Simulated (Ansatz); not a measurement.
`O=C[SiH2]F` + `CN[SiH3]` → `CN([SiH3])[SiH2]F` + `C=O`  (ligand exchange at the Si–C bond)

Isolated molecules relaxed with PBE0-D4/def2-TZVP in Ansatz; ΔE leaves out vibrations. CBS: MP2 limit from def2 TZ/QZ plus the TZ coupled-cluster correction, frozen cores. This one scheme is used for every species. DFT in def2-TZVPP. B3LYP here is the variant with VWN-RPA as its local correlation; programs differ in this. Each species was taken in one conformer, which may not be the lowest.

```
             level  ΔE (kJ/mol)  difference from CCSD(T)/CBS
            PBE-D4        -89.9                         13.3
           PBE0-D4        -96.0                          7.2
          B3LYP-D4        -98.3                          4.9
           ωB97X-V        -98.5                          4.7
               PBE        -83.9                         19.3
            r2SCAN        -95.4                          7.8
              PBE0        -90.7                         12.5
             B3LYP        -88.8                         14.4
     HF/def2-TZVPP       -100.1                          3.1
    MP2/def2-TZVPP       -109.6                         -6.4
SCS-MP2/def2-TZVPP       -106.4                         -3.2
CCSD(T)/def2-TZVPP       -104.5                         -1.3
     HF/def2-QZVPP       -100.8                          2.4
    MP2/def2-QZVPP       -109.1                         -5.9
SCS-MP2/def2-QZVPP       -105.8                         -2.6
     MP2/CBS(def2)       -108.3                         -5.1
       CCSD(T)/CBS       -103.2                            0
```

Largest T1 diagnostic among the species: 0.015.

The D4 term adds −9.5 kJ/mol with B3LYP and −5.3 kJ/mol with PBE0; it sums over pairs of atoms, weighted by their polarisabilities, and B3LYP, whose exchange is more repulsive, gets the larger term. From PBE to PBE0 (25 % exact exchange), in def2-TZVPP and without D4, ΔE moves by −6.7 kJ/mol.
